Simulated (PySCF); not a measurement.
Computed IR spectrum (relative IR intensity) of a molecule C2H5FOSi2. Geometry optimised at PBE-D3(BJ)/def2-SVP. One conformer was computed; it need not be the lowest. All values below come from PBE-D3(BJ)/def2-SVP (PySCF). Frequencies are harmonic and unscaled.

Lines under 2 % of the strongest are left out, and lines within 2 cm⁻¹ are merged.

```
ν (cm⁻¹)  relative intensity
--------  ------------------
119                      2.6
155                      2.2
343                      2.8
379                      2.9
441                      4.1
501                      2.7
527                      5.1
571                      9.6
607                       23
662                       28
672                      7.4
744                       21
784                      8.7
856                       85
885                       27
941                       16
1011                      29
1054                     2.1
1312                     9.2
1762                     100
2158                      67
2169                      32
2189                      36
```

**Question.** Pick the molecule that these values belong to.
A) O[Si@H]1C=C[Si@H]1F
B) C#C[Si@@H](O)[SiH2]F
C) F[SiH2]C1=C[SiH2]O1
D) O=C1C[SiH2][Si@@H]1F

**Answer.** D, O=C1C[SiH2][Si@@H]1F
